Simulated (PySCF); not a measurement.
Y(F)3 cation (F₃Y), SMILES [Y]([F])([F])[F] (connectivity only; charge and spin as stated), charge +1, multiplicity 2. Atoms are numbered in the order given.

```xyz
4

Y      0.0000     0.0000     0.3360
F      1.6133     0.9314    -0.4853
F      0.0000    -1.8628    -0.4853
F     -1.6133     0.9314    -0.4853
```
Charge +1, spin multiplicity 2.

Geometry: PBE-D3(BJ)/def2-TZVP. The spin state was assumed, not searched. The isomer is the one that the SMILES or the coordinates give; other isomers of the formula were not compared. The def2 effective core potentials stand for the cores of Y; spin–orbit coupling is left out.

All values below come from PySCF with CAM-B3LYP/def2-TZVPD.

Mulliken values depend strongly on the basis, most of all with diffuse functions as here. ESP charges are fitted to the potential on shells at 1.4 to 2.0 van der Waals radii. Atomic charges (e):

```
atom  ESP fit  Mulliken  Mulliken spin
----  -------  --------  -------------
Y1       1.99      2.09          -0.09
F2      -0.33     -0.36           0.36
F3      -0.33     -0.36           0.36
F4      -0.33     -0.36           0.36
```
